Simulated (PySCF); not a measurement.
Löwdin shares of the frontier orbitals

Compound: C4H9FOSi.
Cartesian coordinates in Å at the PBE0-D3(BJ)/def2-SVP level; atoms count from 1:
```
atom  x, y, z in Å
C1     0.666   -0.575    1.515
C2     0.062   -0.396    0.337
O3     0.670   -0.041   -0.820
Si4    2.312    0.265   -1.032
C5    -1.420   -0.560    0.122
C6    -2.093    0.737   -0.271
F7    -2.005   -1.049    1.267
H8     1.744   -0.448    1.643
H9     0.070   -0.867    2.378
H10    2.742    1.400   -0.165
H11    3.113   -0.949   -0.700
H12    2.452    0.614   -2.469
H13   -1.557   -1.314   -0.676
H14   -2.010    1.461    0.552
H15   -1.610    1.156   -1.164
H16   -3.157    0.565   -0.489
```

Computed with PySCF 2.14.0, density-fitted response routines, TDDFT B3LYP/def2-SVPD, vertical, gas phase, core orbitals frozen in the response.

Kohn–Sham orbitals with the atoms that hold most of them (Löwdin shares over 4%, at most four atoms; ? is withheld):

```tsv
orbital	ε (eV)	atoms
LUMO+2	0.28	Si4 41%, H11 11%, H12 10%, H10 8%
LUMO+1	0.10	C2 25%, C1 24%, O3 8%, Si4 8%
LUMO	?	Si4 38%, H11 12%, O3 11%, H12 11%
HOMO	-6.82	?
HOMO-1	-8.98	?
HOMO-2	-9.22	F7 17%, Si4 15%, O3 15%, H10 12%
HOMO-3	-9.66	Si4 23%, H11 15%, H12 14%, F7 10%
```

Q: Which atoms hold the HOMO-1, and with what shares?

A: O3 (bonded to C and Si) 27%; F7 (bonded to C) 12%; C5 (bonded to 2 C, F and H) 12%; C2 (bonded to 2 C and O) 11%. By element: oxygen 27%, carbon 24% or more, fluorine 12%.

Q: Give the leading atoms of the HOMO.

A: C1 (bonded to C and 2 H) 38%; C2 (bonded to 2 C and O) 26%; O3 (bonded to C and Si) 19%. By element: carbon 65% or more, oxygen 19%.

Q: What is the LUMO energy, and the HOMO–LUMO gap?

A: ε(LUMO) = -0.21 eV; the gap is 6.61 eV (0.2429 hartree).

Q: The HOMO–LUMO gap is 6.61 eV. Where does the response calculation put the lowest singlet, and from which orbitals?

A: S1 is at 5.69 eV (f = 0.0021), 0.92 eV below the gap, made of HOMO→LUMO (98%). 

Next come S2 at 6.29 eV (f 0.018), HOMO→LUMO+2 (81%), HOMO→LUMO+1 (17%); S3 at 6.68 eV (f 0.175), HOMO→LUMO+1 (65%), HOMO→LUMO+2 (12%), HOMO→LUMO+3 (9%); S4 at 6.75 eV (f 0.022), HOMO→LUMO+3 (85%); S5 at 7.02 eV (f 0.027), HOMO→LUMO+4 (93%).

Löwdin shares depend on the basis, the more so with diffuse functions.

One conformer stands for the species.
